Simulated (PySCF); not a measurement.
C5H6Si, SMILES C#C[SiH2]C#CC.

Geometry: B3LYP-D3(BJ)/def2-SVP. This is a generated structure with no PubChem entry under its InChIKey; it may be hypothetical.

Calculation: PySCF with TDA-B3LYP/def2-SVPD.

Vertical excitations. Isolated molecule, no solvent.

```csv
state,energy (eV),λ (nm),f,main pairs
S1,5.78,215,0.000,"HOMO→LUMO 58 %, HOMO−1→LUMO+1 19 %, HOMO→LUMO+2 15 %"
S2,5.89,211,0.000,"HOMO−1→LUMO+1 57 %, HOMO→LUMO 18 %"
S3,5.94,209,0.002,"HOMO−1→LUMO 41 %, HOMO→LUMO+1 34 %, HOMO→LUMO+4 8 %, HOMO−1→LUMO+2 8 %"
S4,6.00,207,0.000,HOMO−2→LUMO 66 %
S5,6.13,202,0.009,"HOMO−3→LUMO 32 %, HOMO−2→LUMO+1 32 %, HOMO→LUMO+1 14 %, HOMO−1→LUMO 6 %"
S6,6.21,200,0.001,"HOMO−3→LUMO+1 66 %, HOMO−1→LUMO+4 15 %"
S7,6.59,188,0.000,"HOMO→LUMO+2 72 %, HOMO→LUMO 17 %"
S8,6.63,187,0.032,"HOMO−1→LUMO+2 35 %, HOMO−1→LUMO 31 %, HOMO−3→LUMO 12 %, HOMO→LUMO+1 8 %"
S9,6.83,182,0.035,"HOMO→LUMO+4 44 %, HOMO→LUMO+1 26 %, HOMO−1→LUMO+2 22 %"
S10,6.96,178,0.001,"HOMO−1→LUMO+4 57 %, HOMO→LUMO+3 15 %, HOMO−1→LUMO+1 9 %, HOMO−3→LUMO+1 9 %"
T1,4.85,255,0,"HOMO−1→LUMO 33 %, HOMO→LUMO+1 23 %, HOMO→LUMO+4 16 %, HOMO−1→LUMO+2 15 %"
T2,4.90,253,0,"HOMO−3→LUMO 29 %, HOMO−2→LUMO+1 27 %, HOMO−2→LUMO+4 13 %, HOMO→LUMO+1 9 %"
T3,5.24,237,0,"HOMO→LUMO 31 %, HOMO−1→LUMO+1 29 %, HOMO→LUMO+2 18 %, HOMO−1→LUMO+4 11 %"
T4,5.26,236,0,"HOMO−1→LUMO 26 %, HOMO→LUMO+1 25 %, HOMO→LUMO+4 19 %, HOMO−1→LUMO+2 12 %"
```
Triplets are in the Tamm–Dancoff approximation.
